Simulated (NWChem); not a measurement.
# CH7BP2; SMILES CB(P)P

```xyz
11

B      0.3461    -0.0068    -0.0139
C      1.9216    -0.0013     0.0790
H      2.3482    -0.9241     0.4900
H      2.3334     0.8495     0.6349
H      2.3061     0.0860    -0.9502
P     -0.5928    -1.6781    -0.0317
H      0.2479    -2.4239    -0.8994
H     -1.6334    -1.4282    -0.9628
P     -0.6203     1.6294     0.2381
H     -1.6579     1.5166    -0.7226
H      0.2068     2.5198    -0.4961
```
Atoms are numbered in this order, from 1.

Level: B3LYP/6-31G* (spherical d) (NWChem), optimised geometry, unscaled harmonic frequencies. 

Question: List the harmonic frequencies with IR intensities, and the thermochemistry.

Answer: 
```
frequency (cm⁻¹)  IR intensity (km/mol)
----------------  ---------------------
105                                 0.2
182                                 2.0
187                                 2.9
238                                 0.0
245                                 3.5
314                                 4.9
441                                 2.3
526                                49.7
658                                 9.7
704                                13.2
761                                31.7
776                                 5.8
847                                 2.0
1034                              110.1
1071                               29.4
1129                               24.5
1152                               11.7
1371                               27.4
1483                                0.9
1510                                6.4
2424                               68.3
2428                               43.5
2442                               18.5
2447                              121.2
3017                                1.1
3079                               15.9
3110                               15.7
```

- zero-point energy = 48.1 kcal/mol
- thermal correction to the enthalpy at 298.15 K (with zero-point energy) = 53.2 kcal/mol
- heat capacity Cv = 24.5 cal/(mol K)
- entropy at 298.15 K and 1 atm (symmetry number 1) = 82.3 cal/(mol K)
- dipole moment = 1.96 D

Rigid rotor and harmonic oscillator.
